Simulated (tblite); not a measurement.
Start geometry of `CSc1cc(-c2ncncn2)c2cccccc1-2` from a force field or distance geometry (Å):
```
atom  x, y, z in Å
C1    -3.3033   -2.5783    0.2796
S2    -2.6731   -2.0931   -1.3501
C3    -1.3265   -1.1504   -0.8478
C4    -0.0702   -1.5635   -0.8010
C5     0.8100   -0.5000   -0.3059
C6     2.2604   -0.6911   -0.1283
N7     3.0748    0.3721   -0.2065
C8     4.3747    0.0987   -0.0617
N9     4.9021   -1.1123    0.1363
C10    3.9943   -2.0885    0.1909
N11    2.6788   -1.9505    0.0580
C12    0.0505    0.6066   -0.0690
C13    0.5094    1.8420    0.5489
C14   -0.1725    2.9730    0.7169
C15   -1.5346    3.2911    0.3404
C16   -2.4782    2.4714   -0.1391
C17   -2.4000    1.0640   -0.4521
C18   -1.3304    0.2463   -0.4415
H19   -3.6191   -1.6914    0.8570
H20   -2.5516   -3.1261    0.8530
H21   -4.1874   -3.2142    0.1492
H22    0.2843   -2.5584   -1.0383
H23    5.0631    0.9381   -0.1115
H24    4.3674   -3.0997    0.3439
H25    1.5330    1.8469    0.9254
H26    0.3315    3.7957    1.2179
H27   -1.8026    4.3310    0.4899
H28   -3.4478    2.9155   -0.3645
H29   -3.3567    0.6529   -0.7789
```

Question: What comes out of this run: GFN2-xTB geometry optimisation, gas phase (tblite)?

Answer: 
```
atom  x, y, z in Å
C1    -2.6769   -3.3930   -0.2351
S2    -3.1664   -1.6491   -0.3210
C3    -1.6129   -0.8487   -0.1803
C4    -0.3604   -1.4277   -0.1108
C5     0.6179   -0.4163   -0.0002
C6     2.0158   -0.7061    0.1043
N7     2.9138    0.2898    0.1905
C8     4.1696   -0.0826    0.2869
N9     4.6151   -1.3295    0.3090
C10    3.6560   -2.2426    0.2195
N11    2.3715   -2.0042    0.1153
C12   -0.0319    0.8392   -0.0033
C13    0.5758    2.0774    0.0829
C14   -0.0188    3.3329    0.0902
C15   -1.3649    3.6658    0.0171
C16   -2.4767    2.8426   -0.0889
C17   -2.5226    1.4557   -0.1516
C18   -1.4747    0.5596   -0.1167
H19   -2.1478   -3.5755    0.6953
H20   -2.0594   -3.6442   -1.0923
H21   -3.5985   -3.9659   -0.2585
H22   -0.1197   -2.4729   -0.1351
H23    4.9108    0.7057    0.3555
H24    3.9656   -3.2814    0.2340
H25    1.6558    2.0472    0.1551
H26    0.6645    4.1696    0.1667
H27   -1.5794    4.7280    0.0479
H28   -3.4344    3.3458   -0.1283
H29   -3.5068    1.0081   -0.2373
```

The energy falls by 15.0 kcal/mol over 216 L-BFGS steps, the largest force on an atom goes from 2.91 to 0.008 eV/Å, and the atoms move by 0.879 Å rms after alignment. The bond that changes most is C12–C13 (substituted aromatic carbon to aromatic CH carbon), which shortens by 0.073 Å. Bonds longer at the end by more than 0.005 Å: 7 of 31; shorter: 17. Among the angles that change most is S2–C3–C18, from 127.3° to 123.0°. Among the dihedrals that turn most is C1–S2–C3–C4, from 99° to 4°. Rotational constants go from 556.7, 279.2, 193.0 to 518.0, 298.8, 189.7 MHz. The orientation of the end geometry is arbitrary; only internal coordinates are fixed.

Its GFN2-xTB frequencies are all real (lowest 37 cm⁻¹). One conformer, not necessarily the lowest.

The numbers are calculated, not measured.
